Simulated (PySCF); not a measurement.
**Cost of response and excited-state runs on `FC1=C(Cl)C=C(Cl)CC1`, C6H5Cl2F**

Numbering as in the mapped SMILES `[F:1][C:2]1=[C:3]([Cl:4])[CH:5]=[C:6]([Cl:7])[CH2:8][CH2:9]1`; H(Xn) means a hydrogen on atom n.

PySCF with density fitting, on 1 thread of an AMD EPYC 7R43 64-Core, shared host. Command: `OMP_NUM_THREADS=1 python excited_run.py task.json out`

(1) How long does each of these runs take, and how much memory?
- excited states, wB97X-D/aug-cc-pVDZ; Tamm-Dancoff; spin-orbit couplings; 6 states; 5 triplets; quadratic response for 4 states
- excited states, wB97X-D/aug-cc-pVDZ; Tamm-Dancoff; spin-orbit couplings; 6 states; 5 triplets; quadratic response for 4 states

Answers

(1) 
| run | level | basis functions | wall time | peak memory (GiB) |
| --- | --- | --- | --- | --- |
| excited states | wB97X-D/aug-cc-pVDZ | 260 | 81 s | 1.1 |
| excited states | wB97X-D/aug-cc-pVDZ | 260 | 110 s | 1 |

Times from a shared host are rough.
